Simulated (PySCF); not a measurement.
**UHF on Ni⁺ (nickel, charge +1)**

Configuration: [Ar] 3d9, 2D determinant. All numbers are calculated (PySCF 2.14, the non-relativistic Hamiltonian (point nucleus), in cc-pVTZ (7s6p4d2f1g, 68 functions)).

- Total energy: -1506.595604 hartree
- One-electron energy: -2090.7277 hartree
- Hartree (Coulomb) energy: 645.9058 hartree
- Exchange energy: -61.7736 hartree
- Kinetic energy: 1506.56172 hartree
- ⟨S²⟩: 0.7525
- ⟨L²⟩: 6.019
- Sum of ⟨r⟩: 17.47 bohr
- Sum of ⟨r²⟩: 19.14 bohr²
- Traceless quadrupole moment −½Σ⟨3z² − r²⟩ along its main axis: -0.462 e·bohr²
- Density at the nucleus (Gaussians lack the cusp): 14800 bohr⁻³
- Spin density at the nucleus: 0.0366 bohr⁻³
- Langevin diamagnetic susceptibility: -15.2 ×10⁻⁶ cm³/mol
- Time after the integrals: 0.55 s of wall time on 1 thread of Neoverse-V2 (shared host)

```json
{"shell": "1s α", "electrons": "1", "mean orbital energy (eV)": "-8318.7", "spread (eV)": "0", "rms radius, mean of both spins (bohr)": "0.0635"}
{"shell": "1s β", "electrons": "1", "mean orbital energy (eV)": "-8318.6", "spread (eV)": "0", "rms radius, mean of both spins (bohr)": "0.0635"}
{"shell": "2s α", "electrons": "1", "mean orbital energy (eV)": "-1033.8", "spread (eV)": "0", "rms radius, mean of both spins (bohr)": "0.268"}
{"shell": "2s β", "electrons": "1", "mean orbital energy (eV)": "-1032.8", "spread (eV)": "0", "rms radius, mean of both spins (bohr)": "0.268"}
{"shell": "2p α", "electrons": "3", "mean orbital energy (eV)": "-898.56", "spread (eV)": "1.009", "rms radius, mean of both spins (bohr)": "0.239"}
{"shell": "2p β", "electrons": "3", "mean orbital energy (eV)": "-897.58", "spread (eV)": "0.027", "rms radius, mean of both spins (bohr)": "0.239"}
{"shell": "3s α", "electrons": "1", "mean orbital energy (eV)": "-136.33", "spread (eV)": "0", "rms radius, mean of both spins (bohr)": "0.811"}
{"shell": "3s β", "electrons": "1", "mean orbital energy (eV)": "-133.65", "spread (eV)": "0", "rms radius, mean of both spins (bohr)": "0.811"}
{"shell": "3p α", "electrons": "3", "mean orbital energy (eV)": "-93.335", "spread (eV)": "2.136", "rms radius, mean of both spins (bohr)": "0.862"}
{"shell": "3p β", "electrons": "3", "mean orbital energy (eV)": "-90.117", "spread (eV)": "1.471", "rms radius, mean of both spins (bohr)": "0.862"}
{"shell": "3d α", "electrons": "5", "mean orbital energy (eV)": "-21.684", "spread (eV)": "2.609", "rms radius, mean of both spins (bohr)": "1.20"}
{"shell": "3d β", "electrons": "4", "mean orbital energy (eV)": "-20.108", "spread (eV)": "2.062", "rms radius, mean of both spins (bohr)": "1.20"}
```
